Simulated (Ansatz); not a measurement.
`[OH][Al]1[CH2][NH]1` → Al• + C• + 4 H• + N• + O•  (atomization)

Isolated molecules relaxed with PBE0-D4/def2-TZVP in Ansatz; ΔE leaves out vibrations. CCSD(T)/CBS adds triple-zeta CCSD(T) − MP2 to the extrapolated MP2 energy (def2 sets, frozen cores). This one scheme is used for every species, atoms too. DFT in def2-TZVPP. Open shells (•) are unrestricted, without spin–orbit coupling. Spin–orbit coupling would lower the free atoms: a little for Al, C, O. Each species was taken in one conformer, which may not be the lowest.

```
             level  ΔE (kJ/mol)
         r2SCAN-D4       2870.7
            B97M-V       2869.1
               PBE       2924.7
            r2SCAN       2867.9
              PBE0       2845.5
           LC-ωPBE       2867.9
  CCSD(T)/def2-SVP       2651.4
CCSD(T)/def2-TZVPP       2777.0
```

Question: What does CCSD(T)/CBS give? (Estimate.)

Answer: The calculation gave: +2875.7 kJ/mol. The listed levels differ from it by -5.0, -6.6, 49.0, -7.8, -30.2, -7.8, -224.3, -98.7 kJ/mol.

Largest T1 diagnostic among the species: 0.018.

From PBE to PBE0 (25 % exact exchange), in def2-TZVPP and without D4, ΔE moves by −79.2 kJ/mol: exact exchange takes away binding that semilocal exchange gives to molecules. At CCSD(T), def2-SVP lies −224.3 kJ/mol from the extrapolated value and def2-TZVPP −98.7 kJ/mol: correlation converges slowly with the basis, and small sets miss more of it in the bonded molecule than in its fragments.

For atomizations the MP2-based limit and the directly extrapolated one differ by several kJ/mol either way, and by 10 to 25 for some Ge, Se and Sn compounds, so smaller differences from it don't rank the levels.
